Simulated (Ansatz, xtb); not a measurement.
**Two isomers of C5H9BF2**

Structure X is `C/C=C\[C@H](C)B(F)F`, a singlet and structure Y is `C/C=C(\CC)B(F)F`, a singlet. Both are isolated molecules in the gas phase, relaxed with r2SCAN-D4/def2-SVP; the shapes shown needn't be the lowest conformers.

X (Å):

```
atom    x (Å)   y (Å)    z (Å)
   C  -1.7489  1.0641  -1.5853
   C  -1.8666  2.2927  -0.7432
   C  -0.9661  2.7541   0.1450
   C   0.3871  2.1492   0.4688
   C   0.8705  2.5199   1.8718
   B   1.2480  2.7419  -0.6966
   F   1.8673  3.9112  -0.5843
   F   1.3395  2.1343  -1.8747
   H  -2.6562  0.4418  -1.5038
   H  -1.6501  1.3309  -2.6526
   H  -0.8773  0.4476  -1.3241
   H  -2.7860  2.8782  -0.8736
   H  -1.1886  3.6966   0.6634
   H   0.3367  1.0530   0.3483
   H   0.1688  2.1630   2.6426
   H   0.9615  3.6125   1.9793
   H   1.8589  2.0842   2.0854
```

Y (Å):

```xyz
17

C    -2.9832    0.6682   -1.4927
C    -1.9757    1.2727   -0.5752
C    -0.8821    0.6848   -0.0290
C    -0.4847   -0.7575   -0.2435
C    -0.8547   -1.6413    0.9518
B    -0.0127    1.5436    0.9191
F     1.0815    1.0467    1.4907
F    -0.3019    2.8091    1.2098
H    -2.7892   -0.3885   -1.7208
H    -3.9932    0.7472   -1.0543
H    -3.0257    1.2282   -2.4433
H    -2.1543    2.3262   -0.3179
H     0.6076   -0.8072   -0.3964
H    -0.9421   -1.1621   -1.1613
H    -0.5211   -2.6800    0.8006
H    -0.3836   -1.2687    1.8756
H    -1.9448   -1.6512    1.1132
```

Quicker runs give these differences E(Y) − E(X): GFN2-xTB −20.4 kJ/mol; HF/STO-3G −25.2 kJ/mol (at GFN2-xTB geometries); r2SCAN-D4/def2-SVP//GFN2-xTB −24.0 kJ/mol.

Task: Estimate E(Y) − E(X) at the level CCSD(T)/def2-SVP + ΔMP2/def2-TZVPP.

Result: Calculated at CCSD(T)/def2-SVP + ΔMP2/def2-TZVPP: E(Y) − E(X) = −21.9 kJ/mol, so structure Y lies lower.

How the difference moves with the method:

```tsv
level	geometry	E(Y) − E(X) (kJ/mol)	departure from the last row (kJ/mol)	job, with rough time for the two
GFN2-xTB	GFN2-xTB	−20.4	+1.5	optimisation, 0.26 s
HF/STO-3G	GFN2-xTB	−25.2	−3.3	single point, 0.38 s
r2SCAN-D4/def2-SVP//GFN2-xTB	GFN2-xTB	−24.0	−2.2	single point, 4.5 s
r2SCAN-D4/def2-SVP	r2SCAN-D4/def2-SVP	−23.0	−1.2	optimisation, 2 min
HF/def2-SVP	r2SCAN-D4/def2-SVP	−27.9	−6.0	part of the CCSD(T) run
MP2/def2-SVP	r2SCAN-D4/def2-SVP	−22.2	−0.4	part of the CCSD(T) run
CCSD(T)/def2-SVP	r2SCAN-D4/def2-SVP	−22.1	−0.3	single point
CCSD(T)/def2-SVP + ΔMP2/def2-TZVPP	r2SCAN-D4/def2-SVP	−21.9		single point, 2.3 min
```

As drawn, both hold the same kinds of bond in the same numbers.

None of the levels shown reverses the order. The largest departure from CCSD(T)/def2-SVP + ΔMP2/def2-TZVPP is that of HF/def2-SVP, 6.0 kJ/mol. The last row adds to CCSD(T) the change of the MP2 difference between the two basis sets, here +0.3 kJ/mol.

With thermal terms from frequencies at re-optimised GFN2-xTB minima (ideal gas, soft modes damped towards free rotors, one conformer each, 298.15 K, 1 atm): on the last row, ΔE + ΔZPE = −19.8, ΔH = −20.4, ΔG = −18.1 kJ/mol.

The correlated steps freeze 8 core orbitals. Mirror images aren't counted in ΔG. Programs: Ansatz 0.2.0, xtb 6.7.1; the last row on 4 threads of Arm Neoverse V2 on a shared host.
